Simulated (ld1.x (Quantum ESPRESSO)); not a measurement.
Which setting gave this result? (vanadium, TM)

Base potential:

ld1.x (Quantum ESPRESSO) 7.5 input, shortened:

```
&input
   title='V', zed=23., rel=1, dft='PBESOL', iswitch=3,
   config='[Ar] 3d3 4s1 4p0'
 /
 &inputp
   pseudotype=2, tm=.true., lloc=0,
   nlcc=.true., new_core_ps=.true., rcore=0.90
 /
3
3P  2  1   6.00   0.00  1.70  1.70  0.0
3D  3  2   3.00   0.00  1.85  1.85  0.0
4S  1  0   1.00   0.00  2.15  2.15  0.0
 &test
   configts(1)='3p6 3d3 4s1 4p0'
 /
```

Cutoffs, loose and tight: the cutoffs (Ry, on a coarse ladder) from which the occupation-weighted sum of valence levels, in a spherical-Bessel basis at the reference potential, stays within 10 and 1 mRy of its value at 400 Ry. They do not see the model core or the augmentation charge, which bear on the density cutoff. Test errors are all-electron minus pseudo excitation energies from the reference, over the configurations 3p6 3d3 4s2 4p0; 3p6 3d3 4s0 4p0; 3p6 3d2 4s0 4p0; 3p6 3d2 4s2 4p1; 3p6 3d3 4s0 4p2; 3p6 3d4 4s0 4p0; 3p6 3d4 4s1 4p0; variants that change the core or the reference have their own tests.

Only the d radius is moved:

```
d radius (bohr)  cutoff, loose  cutoff, tight  bound ghosts  largest test error (meV)  median size of the test errors
           1.24         120 Ry         140 Ry          none                     -1269                       209.2 meV
           1.46          90 Ry         110 Ry          none                     -1269                       197.3 meV
           1.66          80 Ry          90 Ry          none                     -1269                       181.8 meV
           1.78          70 Ry          90 Ry          none                     -1269                       173.0 meV
           1.94          60 Ry          90 Ry          none                     -1269                       138.4 meV
           2.14          50 Ry          90 Ry          none                     -1269                        84.9 meV
           2.52          45 Ry          80 Ry          none                     -1269                        38.8 meV
           2.72          45 Ry          80 Ry          none                     -1270                        16.8 meV
```

**Question.** One more run gave cutoff, loose: 50 Ry; cutoff, tight: 90 Ry; bound ghosts: none; largest test error (meV): -1269; median size of the test errors: 61.6 meV. Which value of the d radius was used?

**Answer.** 2.34 bohr. The median size of the test errors moves one way along this sweep, from 209.2 meV at 1.24 to 16.8 meV at 2.72 bohr, which places the run between 2.14 and 2.52 bohr.
